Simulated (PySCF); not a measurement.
A run for PySCF: R-HF/3-21G on PdC, 2S+1 = 1, a spin state set in the input, which need not be the lowest, a point of a bond scan (R = 1.576 Å).

```python
from pyscf import gto, scf, dft, mp
from pyscf.data.elements import chemcore

mol = gto.M(
    atom='''
    Pd    0.00000000    0.00000000    0.00000000
    C     0.00000000    0.00000000    1.57578400
    ''',
    basis='3-21g',
    charge=0, spin=0, verbose=3, max_memory=1800)
mf = scf.RHF(mol)
mf.conv_tol = 1e-8
mf.max_cycle = 100
mf.kernel()
if not mf.converged:
    mf = mf.newton().run(mf.mo_coeff, mf.mo_occ)
```

Question: What total energy does the run end on?

Answer: -4952.1885 hartree.
